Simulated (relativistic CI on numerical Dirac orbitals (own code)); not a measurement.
**Cr⁴⁺: resonant inelastic scattering at the M2,3 edge**

Computed with this model: Dirac-Coulomb-Breit CI, orbitals from a KLI potential per configuration, a model potential for QED, valence Slater integrals scaled by 0.8, Kramers-Heisenberg scattering through one core-hole configuration in a parametric crystal field; configurations [Ar] 3d2 → [Ne] 3s2 3p5 3d3; 300 K; core-hole width 1.2 eV; summed over polarisations. Incident energies are the highest absorption maxima for each field (at most a few, so the weaker spin-orbit partner edge can be absent), on the computed scale of the free ion. Intensities are in per cent of the strongest line above 0.02 eV; levels within 1 cm⁻¹ are merged; final levels count from the ground level, the first row holds all elastic scattering, lines under 0.4 are left out and each table stops after 24 rows. The scale of the Slater integrals is a model choice and moves the terms in proportion.

Field parameters in Wybourne normalisation: D3d B²₀ = −7Dσ, B⁴₀ = −14Dq − 21Dτ, B⁴₃ = −14√(10/7) Dq. The field is a parameter set, without covalency.

S is read from ⟨S²⟩ = S(S + 1).

D3d, 10Dq = 19900, Dσ = -1200, Dτ = -110 cm⁻¹:

| Final level (eV) | Degeneracy | Irrep | S | 54.5 eV | 60 eV | 64 eV |
| --- | --- | --- | --- | --- | --- | --- |
| 0.000 | 1 | A1 | 1.00 | 179.8 | 432.3 | 47.6 |
| 0.001 | 2 | E | 1.00 | 1.1 | 1.9 | 0.0 |
| 0.367 | 2 | E | 1.00 | 16.3 | 93.9 | 10.5 |
| 0.396 | 2 | E | 1.00 | 17.6 | 100.0 | 11.2 |
| 0.423 | 1 | A2 | 1.00 | 7.8 | 44.3 | 5.4 |
| 0.425 | 1 | A1 | 1.00 | 7.6 | 47.5 | 5.3 |
| 1.718 | 2 | E | 0.01 | 1.2 | 1.3 | 0.2 |
| 2.153 | 1 | A1 | 0.04 | 0.2 | 1.0 | 0.2 |
| 2.196 | 2 | E | 0.10 | 2.3 | 2.3 | 1.4 |
| 2.289 | 1 | A2 | 1.00 | 18.6 | 8.2 | 12.3 |
| 2.295 | 2 | E | 0.96 | 33.4 | 16.8 | 22.6 |
| 2.500 | 1 | A2 | 1.00 | 4.6 | 12.1 | 7.6 |
| 2.504 | 1 | A1 | 0.99 | 4.4 | 13.6 | 7.7 |
| 2.513 | 2 | E | 1.00 | 10.9 | 22.1 | 17.3 |
| 2.524 | 2 | E | 1.00 | 10.8 | 18.5 | 17.3 |
| 3.790 | 1 | A1 | 1.00 | 1.6 | 22.2 | 21.5 |
| 3.793 | 2 | E | 1.00 | 3.0 | 42.4 | 41.2 |
| 4.104 | 1 | A1 | 0.07 | 0.3 | 0.3 | 1.1 |
| 4.298 | 1 | A2 | 1.00 | 0.6 | 6.9 | 14.1 |
| 4.303 | 1 | A1 | 0.97 | 0.5 | 7.7 | 13.1 |
| 4.307 | 2 | E | 0.95 | 1.2 | 16.3 | 27.2 |
| 4.320 | 2 | E | 0.97 | 1.2 | 18.5 | 27.5 |
| 4.386 | 1 | A1 | 0.02 | 0.3 | 1.0 | 0.1 |
| 4.388 | 2 | E | 0.19 | 0.6 | 3.1 | 3.9 |

D3d, 10Dq = 19900, Dσ = -860, Dτ = -110 cm⁻¹:

| Final level (eV) | Degeneracy | Irrep | S | 54.4 eV | 59.9 eV | 63.9 eV |
| --- | --- | --- | --- | --- | --- | --- |
| 0.000 | 1 | A1 | 1.00 | 172.9 | 413.4 | 45.5 |
| 0.001 | 2 | E | 1.00 | 1.1 | 2.6 | 0.0 |
| 0.287 | 2 | E | 1.00 | 16.3 | 93.8 | 10.4 |
| 0.316 | 2 | E | 1.00 | 17.0 | 100.0 | 11.2 |
| 0.341 | 1 | A2 | 1.00 | 7.2 | 43.7 | 5.4 |
| 0.345 | 1 | A1 | 1.00 | 7.0 | 46.9 | 5.3 |
| 1.737 | 2 | E | 0.01 | 1.1 | 1.4 | 0.2 |
| 2.102 | 1 | A1 | 0.04 | 0.2 | 1.1 | 0.2 |
| 2.111 | 2 | E | 0.04 | 0.9 | 1.4 | 0.5 |
| 2.271 | 1 | A2 | 1.00 | 16.6 | 9.8 | 12.1 |
| 2.276 | 2 | E | 0.99 | 30.5 | 20.2 | 22.8 |
| 2.439 | 1 | A2 | 1.00 | 4.8 | 12.2 | 7.0 |
| 2.444 | 1 | A1 | 0.99 | 4.4 | 14.1 | 7.2 |
| 2.452 | 2 | E | 1.00 | 11.0 | 21.8 | 16.2 |
| 2.462 | 2 | E | 1.00 | 10.6 | 16.8 | 15.9 |
| 3.826 | 1 | A1 | 0.99 | 1.0 | 21.6 | 18.9 |
| 3.830 | 2 | E | 1.00 | 1.9 | 41.5 | 35.8 |
| 3.996 | 1 | A1 | 0.08 | 0.3 | 0.4 | 1.2 |
| 4.178 | 1 | A2 | 1.00 | 0.6 | 6.0 | 14.2 |
| 4.183 | 1 | A1 | 0.97 | 0.5 | 6.9 | 13.2 |
| 4.190 | 2 | E | 0.99 | 1.3 | 15.5 | 29.8 |
| 4.202 | 2 | E | 0.99 | 1.2 | 17.3 | 28.7 |
| 4.338 | 1 | A1 | 0.02 | 0.2 | 1.0 | 0.1 |
| 4.370 | 2 | E | 0.05 | 0.4 | 1.9 | 1.1 |

D3d, 10Dq = 19900, Dσ = -510, Dτ = -110 cm⁻¹:

| Final level (eV) | Degeneracy | Irrep | S | 54.3 eV | 59.9 eV | 63.8 eV |
| --- | --- | --- | --- | --- | --- | --- |
| 0.000 | 1 | A1 | 1.00 | 163.3 | 401.2 | 42.5 |
| 0.002 | 2 | E | 1.00 | 1.2 | 3.7 | 0.1 |
| 0.208 | 2 | E | 1.00 | 15.6 | 92.4 | 10.1 |
| 0.237 | 2 | E | 1.00 | 15.8 | 100.0 | 11.0 |
| 0.261 | 1 | A2 | 1.00 | 6.4 | 43.6 | 5.2 |
| 0.265 | 1 | A1 | 1.00 | 6.1 | 46.3 | 5.1 |
| 1.756 | 2 | E | 0.01 | 1.1 | 1.3 | 0.2 |
| 2.025 | 2 | E | 0.02 | 0.6 | 1.1 | 0.3 |
| 2.032 | 1 | A1 | 0.04 | 0.2 | 1.1 | 0.2 |
| 2.258 | 1 | A2 | 1.00 | 14.7 | 10.8 | 11.4 |
| 2.262 | 2 | E | 0.99 | 26.6 | 21.9 | 21.4 |
| 2.377 | 1 | A2 | 1.00 | 4.7 | 10.7 | 6.4 |
| 2.381 | 1 | A1 | 0.99 | 4.3 | 12.7 | 6.7 |
| 2.389 | 2 | E | 1.00 | 10.8 | 19.5 | 15.1 |
| 2.398 | 2 | E | 1.00 | 10.0 | 14.9 | 14.6 |
| 3.855 | 1 | A1 | 0.90 | 0.5 | 16.8 | 14.9 |
| 3.866 | 2 | E | 1.00 | 1.2 | 37.3 | 30.3 |
| 3.906 | 1 | A1 | 0.27 | 0.4 | 3.3 | 2.6 |
| 4.065 | 1 | A2 | 1.00 | 0.6 | 4.5 | 13.7 |
| 4.070 | 1 | A1 | 0.97 | 0.5 | 5.5 | 12.7 |
| 4.078 | 2 | E | 1.00 | 1.3 | 12.5 | 29.7 |
| 4.090 | 2 | E | 1.00 | 1.3 | 13.4 | 28.1 |
| 4.298 | 1 | A1 | 0.02 | 0.2 | 1.2 | 0.1 |
| 4.350 | 2 | E | 0.03 | 0.4 | 2.0 | 0.6 |

For the first field the strongest loss at the lowest incident energy is the level at 2.30 eV (S = 0.96, against 1.00 in the thermal ground state).
